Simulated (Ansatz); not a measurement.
Level of theory: frozen-core CCSD(T)/cc-pVTZ run with Ansatz (a quantum-chemistry and plane-wave program).

Ansatz 0.2 input:
```yaml
crystal:
  periodic: [false, false, false]
  atoms:
    - { symbol: Br, position_ang: [0.0, 0.0, 0.0] }
basis:
  gaussian: { orbitals: cc-pVTZ }
correlation:
  method: ccsd_t
magnetization:
  spin_polarized: true
  initial_magnetization: 1
```

Output:

```
Functional definition: HF
276 factors; integrals over basis functions are off by at most 1.8e-4 eV
mean field evaluation 1: about -69999.6032 eV, gradient 5.1e0 eV
mean field evaluation 2: about -69999.6036 eV, gradient 5.1e0 eV
mean field evaluation 4: about -69999.7946 eV, gradient 5.2e-1 eV
mean field evaluation 8: about -69999.7968 eV, gradient 1.1e-3 eV
mean field evaluation 16: about -69999.7950 eV, gradient 5.3e-1 eV
mean field evaluation 32: about -69999.7968 eV, gradient 4.2e-3 eV
mean field evaluation 64: about -69999.7968 eV, gradient 7.5e-4 eV
mean field -69999.79681619 eV, -2572.4450854287 hartree, gradient 4.6e-7 eV, S^2 0.758700; 4 other end points of the search recorded, 0 dependent functions left out
9 core orbitals not correlated
reference -69999.79681619 eV, -2572.4450854287 hartree; 9, 8 occupied and 25, 26 virtual orbitals, 276 factors
second order -5.28897282 eV of doubles, -0.00000000 eV of singles
cycle   1  -5.56230103 eV  change   -2.7e-1 eV  update   4.0e-2
cycle   2  -5.70632622 eV  change   -1.4e-1 eV  update   1.2e-2
cycle   3  -5.70906062 eV  change   -2.7e-3 eV  update   3.1e-3
cycle   4  -5.70984639 eV  change   -7.9e-4 eV  update   7.8e-4
cycle   5  -5.70970725 eV  change    1.4e-4 eV  update   1.6e-4
cycle   6  -5.70970002 eV  change    7.2e-6 eV  update   4.7e-5
cycle   7  -5.70971607 eV  change   -1.6e-5 eV  update   1.3e-5
perturbative correction -0.17067464 eV, -0.0062721772 hartree
Total energy: -70005.67720690 eV, -2572.6611858012 hartree
```

Cost: around 2.7 core-seconds (rough).
